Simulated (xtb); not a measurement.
HClSi, triplet, at a GFN2-xTB geometry (the spin is typed, not shown lowest). Base run: xtb with GFN2-xTB.

Geometry (Å):
```xyz
3

Si     0.8640    -0.2261     0.5819
H      2.0819    -0.4777    -0.1616
Cl    -0.8340     0.2143    -0.4697
```
Charge 0, spin multiplicity 3.
All else is at xtb's defaults.
Base energy -6.69946 Eh.

The base run was repeated with changes; each row names its change, and settings that it needs were set with it.

```tsv
change	ΔE vs base (kcal/mol)	dipole (D)	G_solv (kcal/mol)	SCF cycles
base	0.000	1.18	-	12
acc = 0.0001	0.000	1.18	-	18
acc = 1000	0.099	1.50	-	4
alpb = dmso	0.419	1.39	0.15	12
etemp = 10000	-21.70	0.96	-	14
alpb = ether	-0.230	1.36	-0.43	12
gbsa = acetonitrile	0.66	1.45	0.22	12
```

ALPB and GBSA are two models with their own fitted parameters for each solvent, which aren't always the measured dielectric constant.
